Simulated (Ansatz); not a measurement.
One change: `[NH2][Zr]([OH])([F])[F]` becomes `[NH2][Zr]([F])([F])[F]`.

Ansatz, PBE0-D4/def2-TZVP geometries, multiplicity 1. Each molecule was computed in one conformer, which needn't be the lowest.

Elements past krypton have def2 core potentials.

```csv
property,`[NH2][Zr]([OH])([F])[F]`
size of the dipole moment (ωB97M-V/def2-TZVPP) / D,2.74
LUMO energy (PBE/def2-TZVPP) / eV,-1.37
LUMO energy (B3LYP/def2-TZVPP) / eV,-0.77
LUMO energy (ωB97M-V/def2-TZVPP) / eV,0.53
size of the dipole moment (B3LYP/def2-TZVPP) / D,2.78
HOMO energy (B3LYP/def2-TZVPP) / eV,-7.49
```

Task: What does the change do to each property? (An estimate is asked.)

Result: Ansatz gave: 
| property | `[NH2][Zr]([F])([F])[F]` | shift |
| --- | --- | --- |
| size of the dipole moment (ωB97M-V/def2-TZVPP) / D | 2.42 | -0.32 |
| LUMO energy (PBE/def2-TZVPP) / eV | -1.94 | -0.57 |
| LUMO energy (B3LYP/def2-TZVPP) / eV | -1.30 | -0.53 |
| LUMO energy (ωB97M-V/def2-TZVPP) / eV | 0.40 | -0.13 |
| size of the dipole moment (B3LYP/def2-TZVPP) / D | 2.50 | -0.28 |
| HOMO energy (B3LYP/def2-TZVPP) / eV | -7.94 | -0.45 |

With PBE0 the HOMO falls by 0.44 eV and the LUMO falls by 0.54 eV, so the gap narrows by about 0.10 eV. PBE moves the HOMO by -0.43 eV and ωB97M-V by -0.43 eV. Dipoles are sizes alone; their direction can turn.

B3LYP here is the variant with VWN-RPA as its local correlation; programs differ in this.
